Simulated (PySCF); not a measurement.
Al(I)3, AlI₃, SMILES [Al]([I])([I])[I], CAM-B3LYP/def2-SVP optimised geometry.

```
4

Al    -0.61     0.00     0.00
I     -1.84     2.12     0.00
I      1.84     0.00     0.00
I     -1.84    -2.12     0.00
```

Density from CAM-B3LYP/def2-TZVP, def2 effective core potentials past Kr in PySCF 2.14.0 at that geometry. The core electrons that the potentials of I replace are not part of the density.

Minimum of the electron density along straight lines between bonded atoms, close to the bond critical point (lines longer than 1.1 times the sum of covalent radii, or with two minima, are not listed):

| bond | length / Å | ρ at the minimum / e bohr⁻³ | ∇²ρ there / e bohr⁻⁵ | position (fraction from the first atom) |
|---|---|---|---|---|
| Al1–I2 | 2.453 | 0.062 | 0.09 | 0.35 |
| Al1–I3 | 2.453 | 0.062 | 0.09 | 0.35 |
| Al1–I4 | 2.453 | 0.062 | 0.09 | 0.35 |
